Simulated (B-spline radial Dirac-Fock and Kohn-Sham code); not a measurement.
**What relativity does to the binding energies of Pb⁶¹⁺**

System: lead as Pb⁶¹⁺ in the configuration [Ar] 3d3.

Both columns are ΔSCF binding energies of the configuration average from a radial B-spline solver: non-relativistic Hartree-Fock with a point nucleus, and Dirac-Fock with a finite nucleus and the Coulomb interaction alone, averaged over the two j levels with weights 2j+1.

| shell | Hartree-Fock (eV) | Dirac-Fock (eV) | shift (eV) | shift (%) |
| --- | --- | --- | --- | --- |
| 1s | 83960.8 | 93040.7 | +9079.94 | +10.81 |
| 2s | 17800.2 | 20340.4 | +2540.27 | +14.27 |
| 2p | 17313.8 | 18227.4 | +913.62 | +5.28 |
| 3s | 7017.1 | 7766.5 | +749.38 | +10.68 |
| 3p | 6802.6 | 7127.1 | +324.48 | +4.77 |
| 3d | 6494.7 | 6533.3 | +38.68 | +0.60 |

Relativity binds 1s, 2s, 2p, 3s, 3p, 3d more strongly, among those listed most of all 2s in relative terms.

Values without a named source are computed, but for edge energies of neutral atoms, which are taken from tables.
